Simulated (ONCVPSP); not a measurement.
**P (Z = 15), ONCV: configuration errors across variants**

ONCVPSP 4.0.1 input, shortened (lines: element, Z, core and valence counts, functional; n l f; lmax; l rc ep ncon nbas qcut; lloc lpopt rc5 dvloc0; l nproj debl; icmod fcfact rcfact), revPBE, scalar-relativistic:

```
  P 15.00    3    2  -102130      upf
    1    0    2.00
    2    0    2.00
    2    1    6.00
    3    0    2.00
    3    1    1.50
    2
    0    1.65    0.00    5    9    3.40
    1    1.30    0.00    3    6    6.00
    2    1.50    0.05    3    6    7.50
    4    5    0.90    3.00
    0    1    3.90
    1    3    3.80
    2    2    1.10
    1    0.75    0.00
```

All-electron excitation energies from the reference (eV): (1) 3s2 3p3 -18.012; (2) 3s2 3p2 -8.305; (3) 3s2 3p1 10.820; (4) 3s2 3p2.5 -14.249.

1 further variants failed, have other tests or another functional or relativity, and are left out.

A true bound ghost makes a file unfit for plane-wave use even where its test errors are small: the radial tests pick states by their node count and pass the ghost by.

Errors AE − PS in meV (a dash: test not solved or not reliable):

```csv
change,(1),(2),(3),(4),bound ghosts,GHOST(+) flags above zero
base,+11,+3.0,+2.3,+7.5,p,"s, p"
d: nbas 7,+11,+3.0,+2.3,+7.5,p,"s, p"
d: qcut 7.4,+11,+3.0,+2.3,+7.5,p,"s, p"
s: rc 2.34,+24,+5.8,+7.3,+16,p,"s, p"
d: nproj 3,+11,+3.0,+2.3,+7.5,p,"s, p, d"
"core correction polynomial model core, fcfact 0.25",+12,+3.1,+2.6,+7.8,p,"s, p"
"local potential polynomial inside 0.90 bohr (lpopt 5, dvloc0 6 Ha)",+9.3,+2.6,+1.6,+6.3,p,p
```

Give the same row for: local potential polynomial inside 0.90 bohr (lpopt 5, dvloc0 -1 Ha).

–, –, –, –; bound ghosts: p; GHOST(+) flags above zero: p.
